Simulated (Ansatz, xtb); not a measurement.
Isomers of C2H7Sn in order of energy

3 gas-phase structures of C2H7Sn, found in a search over its isomers (lower ones may exist). Each was relaxed with GFN2-xTB; where two conformers were screened, the lower at r2SCAN-D4/def2-SVP is listed:

A. `[CH3][SnH][CH3]`, a doublet
B. `C[CH][SnH3]`, a doublet
C. `C[CH2][SnH2]`, a doublet

**Question.** Estimate their order in r2SCAN-D4/def2-SVP energy at these geometries, lowest first.

**Answer.** Calculated order at r2SCAN-D4/def2-SVP: A (0.0), C (26.7), B (120.0) kJ/mol.

Energies above the lowest of each column, in kJ/mol; the last columns are at PBE-D3(BJ)/def2-SVP geometries and were run for some of them only (a dash: not run or not comparable):

```json
{"structure": "A", "GFN2-xTB": "33.7", "HF/STO-3G": "0.0", "r2SCAN-D4/def2-SVP": "0.0", "PBE-D3(BJ)/def2-SVP": "0.0", "CCSD(T)/def2-SVP + ΔMP2/def2-TZVPP": "0.0"}
{"structure": "C", "GFN2-xTB": "0.0", "HF/STO-3G": "61.9", "r2SCAN-D4/def2-SVP": "26.7", "PBE-D3(BJ)/def2-SVP": "21.6", "CCSD(T)/def2-SVP + ΔMP2/def2-TZVPP": "35.0"}
{"structure": "B", "GFN2-xTB": "169.2", "HF/STO-3G": "15.3", "r2SCAN-D4/def2-SVP": "120.0", "PBE-D3(BJ)/def2-SVP": "–", "CCSD(T)/def2-SVP + ΔMP2/def2-TZVPP": "–"}
```

CCSD(T)/def2-SVP + ΔMP2/def2-TZVPP puts A lowest of those it was run on; GFN2-xTB picks C. Flexible structures stand in one conformer each, not always the lowest. Frequencies (PBE-D3(BJ)/def2-SVP) were run for A, C alone. The ΔMP2 step shifts differences by up to 15.4 kJ/mol, which makes them less sure. Open shells are spin-unrestricted. Atoms past krypton carry core potentials in the def2 sets, without spin–orbit terms. ΔMP2 is the change of the MP2 energy from the smaller to the larger basis.

Programs: Ansatz 0.2.0, xtb 6.7.1.
